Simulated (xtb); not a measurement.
Mg(F)(SiH3) (FH₃MgSi), SMILES [F][Mg][SiH3]. All values are semi-empirical tight-binding results from xtb (GFN2-xTB unless named), good for trends rather than for accurate numbers. Geometry: GFN2-xTB.

A frequency run showed that this geometry is not a minimum.

For metal compounds this method's bond lengths and energies can be far off.

The point group as xtb finds it is Cs and the orbital gap is 3.32 eV.
